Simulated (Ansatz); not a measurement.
`CC([SiH3])=C=N` + `[OH][Sc]([F])[F]` → `[F][Sc]([F])[O][SiH3]` + `CC=C=N`  (ligand exchange at the Si–C bond)

Calculated with Ansatz (gas phase, PBE0-D4/def2-TZVP geometries, no zero-point term in ΔE). CCSD(T)/CBS adds triple-zeta CCSD(T) − MP2 to the extrapolated MP2 energy (def2 sets, frozen cores). DFT in def2-TZVPP. For Sc outer-core shells are correlated without core-valence functions, which leaves a few kJ/mol of doubt a bond. Scalar relativity is left out up to krypton. Each species was taken in one conformer, which may not be the lowest.

`CC([SiH3])=C=N`:

Cartesian coordinates in Å:
```
C -1.310 0.588 -0.727
C -0.147 -0.105 -0.058
Si 1.076 0.847 0.961
C 0.052 -1.393 -0.165
N 0.186 -2.604 -0.149
H -0.961 1.345 -1.435
H -1.941 -0.117 -1.269
H -1.934 1.097 0.014
H 1.724 1.903 0.135
H 2.112 -0.076 1.489
H 0.385 1.527 2.091
H 0.757 -3.011 -0.886
```

`[OH][Sc]([F])[F]`:

```xyz
5

O     0.467   -0.984   -0.706
Sc   -0.199    0.420    0.301
F    -0.889    0.126    1.989
F    -0.188    2.144   -0.362
H     0.809   -1.707   -1.223
```

`[F][Sc]([F])[O][SiH3]`:

Cartesian coordinates in Å:
```
F -0.311 1.171 3.050
Sc -0.843 -0.034 1.761
F -2.159 -1.265 2.144
O -0.042 -0.008 0.062
Si 0.670 0.026 -1.409
H 0.722 1.422 -1.921
H -0.095 -0.809 -2.374
H 2.057 -0.503 -1.312
```

`CC=C=N`:

Cartesian coordinates in Å:
```
C -1.036 -0.275 0.736
C 0.265 -0.557 0.046
C 0.841 0.267 -0.788
N 1.312 0.984 -1.658
H -0.914 -0.265 1.823
H -1.442 0.690 0.434
H -1.778 -1.042 0.496
H 0.781 -1.491 0.243
H 1.972 1.689 -1.333
```

```csv
level,ΔE (kcal/mol)
BHLYP-D4,-23.3
BLYP,-22.2
r2SCAN0,-21.5
MP2/def2-SVP,-21.2
CCSD/def2-SVP,-22.8
MP2/def2-TZVPP,-20.6
MP2/def2-QZVPP,-21.0
MP2/CBS(def2),-20.9
```

(1) What does CCSD(T)/CBS give? (Best estimate.)

Largest T1 diagnostic among the species: 0.017.

## Answers

(1) The calculation gave: -22.1 kcal/mol. The listed levels differ from it by -1.2, -0.1, 0.6, 0.9, -0.7, 1.5, 1.1, 1.2 kcal/mol.

Leaving LDA and LC-ωPBE aside and taking each functional with its dispersion term where it has one, the values, not all of them listed here, spread over 5.9 kcal/mol, from BHLYP-D4 to revPBE-D4. LDA lies +1.3 kcal/mol from PBE without D4. The D4 term adds +1.5 kcal/mol with B3LYP and +0.8 kcal/mol with PBE0; it sums over pairs of atoms, weighted by their polarisabilities, and B3LYP, whose exchange is more repulsive, gets the larger term.

B3LYP here is the variant with VWN-RPA as its local correlation; programs differ in this.
